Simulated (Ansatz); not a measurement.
ZnMe(SiH3) (CH6SiZn). The state is a singlet with charge 0. Geometry PBE-D4/def2-SVP, basis def2-TZVP, Ansatz.

| run | HOMO (eV) | LUMO (eV) |
| --- | --- | --- |
| A | -9.26 | 0.96 |
| B | -6.15 | -1.71 |
| C | -8.28 | 0.03 |
| D | -9.63 | 1.09 |
| E | -6.01 | -1.53 |
| F | -7.94 | -0.13 |

LC-ωPBE has ω = 0.4 bohr⁻¹.

Problem. The runs used BHLYP, CAM-B3LYP, LC-ωPBE, LDA (SPW92), PBE, ωB97X-V. Estimate which is which.

Solution. A ωB97X-V (range-separated); B LDA (SPW92) (0 % exact exchange); C CAM-B3LYP (range-separated); D LC-ωPBE (range-separated); E PBE (0 % exact exchange); F BHLYP (50 % exact exchange). Exact exchange lowers occupied and raises empty levels; among semilocal functionals meta-GGAs tend to open the gap a little, and such runs are hard to tell apart. The gap grows from 4.44 eV (LDA (SPW92)) to 10.72 eV (LC-ωPBE).
